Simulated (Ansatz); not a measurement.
`[AlH2][BH]Cl` + CH₃NH₂ → `CN[BH][AlH2]` + HCl  (ligand exchange at a B–Cl bond)

Program: Ansatz. Geometries: PBE0-D4/def2-TZVP. ΔE: electronic, gas phase. CCSD(T)/CBS is the MP2 limit (def2-TZVPP, def2-QZVPP) plus CCSD(T) − MP2 in def2-TZVPP, frozen cores. This one scheme is used for every species. DFT in def2-TZVPP. Each species was taken in one conformer, which may not be the lowest.

| level | ΔE (kcal/mol) |
| --- | --- |
| r2SCANh-D4 | -13.8 |
| BLYP | -13.8 |

Q: What does CCSD(T)/CBS give? (Best estimate.)

A: Ansatz gave: -13.9 kcal/mol. The listed levels differ from it by 0.1, 0.1 kcal/mol.

Largest T1 diagnostic among the species: 0.014.

From BLYP to BHLYP (50 % exact exchange), in def2-TZVPP and without D4, ΔE moves by +0.7 kcal/mol. In def2-TZVPP, CCSD(T) changes the Hartree–Fock value by −4.4 kcal/mol (the triples alone add −0.6 kcal/mol) and MP2 by −4.3 kcal/mol.
